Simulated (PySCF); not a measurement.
Compound: C6H9O2 (doublet state).
Geometry (GFN2-xTB, Å), atoms numbered from 1 in this order:
```
atom  x, y, z in Å
C1    -2.0320   -0.0125   -0.5589
C2    -0.6349   -0.5711   -0.2393
C3     0.4274    0.0242   -1.0892
C4     1.4641    0.8257   -0.4129
C5     2.0074   -0.0581    0.7161
O6     3.1704   -0.3037    0.8666
O7     1.0740   -0.5917    1.5093
C8    -0.2844   -0.2970    1.2293
H9    -2.7785   -0.4700    0.0855
H10   -2.2851   -0.2232   -1.5937
H11   -2.0510    1.0643   -0.4112
H12   -0.6710   -1.6583   -0.4017
H13    0.6090   -0.3743   -2.0704
H14    2.2809    1.1100   -1.0724
H15    1.0515    1.7285    0.0560
H16   -0.8616   -0.9329    1.9030
H17   -0.4933    0.7521    1.4742
```

The hyperfine couplings belong to this conformer and change with its torsions.

As a line formula: `C[C@H]1[CH]CC(=O)OC1` [radical].

Method: UKS B3LYP, pcH-1 on C H O, non-relativistic, mean-field spin-orbit, GIAO in PySCF 2.14.0. Isolated species at its GFN2-xTB geometry (one conformer only). Couplings are sensitive to structure, and on GFN2-xTB geometries they can be far from those on DFT ones. No stability test was run, so a lower SCF solution isn't excluded.

**Question.** The isotropic 13C couplings are +106.1, +72.3, +68.8, -31.1, -28.8, +3.1 MHz. Assign them to C1; C2; C3; C4; C5; C8.

**Answer.** 
| site | a_iso (MHz) | ρ(0) (bohr⁻³) | position | distance from C3 (Å) | spin population | largest \|T\| (MHz) |
| --- | --- | --- | --- | --- | --- | --- |
| C1 | +72.3 | +0.0643 | 2 bonds from C3 | 2.52 | +0.03 | 9.0 |
| C2 | -28.8 | -0.0256 | 1 bond from C3 | 1.48 | -0.08 | 2.2 |
| C3 | +106.1 | +0.0944 | largest spin population | 0.00 | +1.00 | 156.9 |
| C4 | -31.1 | -0.0277 | 1 bond from C3 | 1.47 | -0.08 | 3.1 |
| C5 | +68.8 | +0.0612 | 2 bonds from C3 | 2.40 | +0.04 | 10.2 |
| C8 | +3.1 | +0.0027 | 2 bonds from C3 | 2.45 | +0.01 | 2.4 |

**Question.** Match the computed a_iso(17O) values -3.2, +0.7 MHz with the sites O6; O7.

**Answer.** 
```
site  a_iso (MHz)  ρ(0) (bohr⁻³)         position  distance from C3 (Å)  spin population  largest |T| (MHz)
  O6         -3.2        +0.0053  3 bonds from C3                  3.38            +0.02               11.5
  O7         +0.7        -0.0011  3 bonds from C3                  2.75             0.00                3.1
```

ρ(0) is the spin density at the nucleus and T the dipolar tensor; entries for several nuclei are means. The Mulliken spin populations are largest on C3 (+1.00), C4 (-0.08) and C2 (-0.08). No atom but C3 exceeds +0.15. The positive populations add up to 1.20 and the negative ones to -0.20, together 2S = 1. The angles at C3 add up to 357.0°, so it is nearly planar; its axial dipolar tensor and the negative coupling of its proton fit spin in a p orbital normal to that plane.

Class means assume fast exchange of nuclei equivalent by connectivity; if that motion is slow, each nucleus keeps its own coupling. The three 1H nuclei of mean +2.3 MHz run from -3.4 to 12.4 MHz in the frozen geometry.

The run took 99 s wall (with the writing of density and orbital grids) on one thread of an Arm Neoverse V1, no GPU, shared host with 32 logical CPUs at a one-minute load of 33, and the process peaked at 0.97 GiB of memory.
